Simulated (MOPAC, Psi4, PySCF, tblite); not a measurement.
Dimer C2H4 ··· Br- (SMILES C=C and [Br-]) (charge -1), singlet at R = 4.23 Å between the centres of mass, closest contact 2.72 Å (lowest of the rigid-body minima from ten starts at GFN2-xTB). Geometry in Å and degrees:

```
C
C 1 1.3246
H 2 1.0833 1 121.73
H 1 1.0833 2 121.73 3 -180.00
H 2 1.0833 3 116.54 1 -180.00
H 1 1.0833 4 116.54 2 180.00
Br 4 2.7215 1 172.82 6 -0.53
```

Levels of theory: GFN2-xTB (tblite); SAPT0/jun-cc-pVDZ, frozen core (Psi4); PBE/def2-TZVPD, counterpoise-corrected (Psi4); PBE-D3(BJ)/def2-TZVPD, counterpoise-corrected (Psi4); HF/aug-cc-pVTZ, counterpoise-corrected (Psi4); MP2/aug-cc-pVTZ = DF-MP2/aug-cc-pVTZ, frozen core, counterpoise-corrected (Psi4 1.11); SCS-MP2/aug-cc-pVTZ = Psi4 1.11 with DF-SCS-MP2/aug-cc-pVTZ, frozen core, counterpoise-corrected; PM3, restricted, heats of formation (MOPAC); PM7, restricted, heats of formation (MOPAC); RKS-B3LYP/6-31G* = PySCF with restricted B3LYP/6-31G*, spherical d, no counterpoise correction; RKS-BP86/6-31G* = PySCF with restricted BP86/6-31G*, spherical d, no counterpoise correction; RKS-M06-2X/6-31G* = restricted M06-2X/6-31G*, spherical d, no counterpoise correction (PySCF); RMP2/6-31G* = restricted MP2 (frozen core)/6-31G*, spherical d, no counterpoise correction run with PySCF.

Problem. What interaction energy does each level give?

Solution. 
```
method                 E_int / kcal/mol
---------------------  ----------------
PBE-D3(BJ)/def2-TZVPD             -4.64
RKS-M06-2X/6-31G*                 -4.42
MP2/aug-cc-pVTZ                   -4.21
RMP2/6-31G*                       -4.13
PBE/def2-TZVPD                    -4.01
RKS-BP86/6-31G*                   -4.00
RKS-B3LYP/6-31G*                  -3.96
PM3                               -3.81
SCS-MP2/aug-cc-pVTZ               -3.61
SAPT0/jun-cc-pVDZ                 -3.50
HF/aug-cc-pVTZ                    -2.20
PM7                               -2.14
GFN2-xTB                          -2.09
```
